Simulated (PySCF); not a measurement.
Compound: C7H9NO.
SMILES: `CCOc1cccnc1`

Torsions of this conformer, `[CH3:1][CH2:2][O:3][c:4]1[cH:5][cH:6][cH:7][n:8][cH:9]1`: C1–C2–O3–C4 -178°, C2–O3–C4–C5 179°.

The closed-shell ground state was solved at several levels (PySCF, density fitting, gas phase, non-relativistic). One conformer (not necessarily the lowest) at the PBE0-D3(BJ)/def2-SVP geometry, without solvent, vibrations or thermal averaging.

```
             level  basis functions  HOMO (eV)  LUMO (eV)  gap (eV)  dipole (D)
CAM-B3LYP/pcSseg-1              198      -7.98       0.40      8.38        2.05
     PBE0/pcSseg-1              198      -6.78      -0.72      6.06        2.12
```

(1) Estimate the row for PBE0/def2-SVPD, a basis of 255 functions; the other rows only guide the guess.

(2) Over all these levels, which gives the widest orbital gap and which the narrowest?

(3) How far do the dipole and the HOMO energy spread over the levels?

## Answers

(1) HOMO -6.79 eV, LUMO -0.78 eV, gap 6.01 eV, dipole 2.13 D.

(2) CAM-B3LYP/pcSseg-1 (range-separated hybrid) has the widest, 8.38 eV, and PBE0/def2-SVPD (global hybrid, 25 % exact exchange) the narrowest, 6.01 eV. Functional and basis both differ between the two, so the spread mixes both effects.

(3) The dipole runs from 2.05 to 2.13 D (mean 2.10 D) and the HOMO from -7.98 to -6.78 eV.
